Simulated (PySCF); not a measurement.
**Working out the ionisation energy of As²⁺**

As²⁺ [Ar] 3d10 4s2 4p1 (2P) → As³⁺ [Ar] 3d10 4s2 (1S). Computed with PySCF 2.14 in aug-cc-pVTZ-DK, with the spin-free X2C one-electron Hamiltonian (Gaussian nucleus). Frozen: [Ar] 3d10. Energies in hartree (1 hartree = 27.21139 eV):

```json
{"part": "UHF", "As²⁺ (lower)": "-2258.007828", "As³⁺ (upper)": "-2256.997691"}
{"part": "CCSD correlation", "As²⁺ (lower)": "-0.054145", "As³⁺ (upper)": "-0.041750"}
{"part": "(T)", "As²⁺ (lower)": "-0.000715", "As³⁺ (upper)": "0.000000"}
```

Task: What does Hartree-Fock give?

Result: (-2256.997691) − (-2258.007828) = 1.010137 hartree = 27.487 eV.

Task: What do CCSD and CCSD(T) give?

Result: The CCSD correlation energies differ by 0.012395 hartree = 0.337 eV and the triples by 0.000715 hartree = 0.019 eV, so CCSD gives 27.824 eV and CCSD(T) 27.843 eV.

Reference: 28.349 ± 0.012 eV (measured; NIST Atomic Spectra Database, ionization energies), between the lowest levels; spin-orbit coupling is absent from the calculation.

What remains against the reference includes basis incompleteness, the frozen core and higher excitations.
